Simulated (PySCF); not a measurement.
This script is equivalent to a calculation on Ge⁺ (germanium, charge +1).

```python
from pyscf import gto, scf, dft, mp, cc
import basis_set_exchange as bse
mol = gto.M(atom="Ge 0 0 0", charge=1, spin=1, symmetry="D2h",
            basis=gto.basis.parse(bse.get_basis("x2c-QZVPPall", elements=["Ge"], fmt="nwchem")),
            nucmod="G")
mf = dft.UKS(mol, xc="HYB_MGGA_XC_R2SCAN0").sfx2c1e()
mf.irrep_nelec = {'Ag': (6, 6), 'B1g': (1, 1), 'B2g': (1, 1), 'B3g': (1, 1), 'B1u': (2, 2), 'B2u': (3, 2), 'B3u': (2, 2)}
mf.kernel()
```

Question: What total energy does it give?

Answer: -2098.439 hartree (calculated).

Question: Which occupied shell lies highest, and where?

Answer: 4p α, at -13.095 eV.

Question: What is ⟨S²⟩, and what would a pure spin state give?

Answer: 0.756, against 0.75.
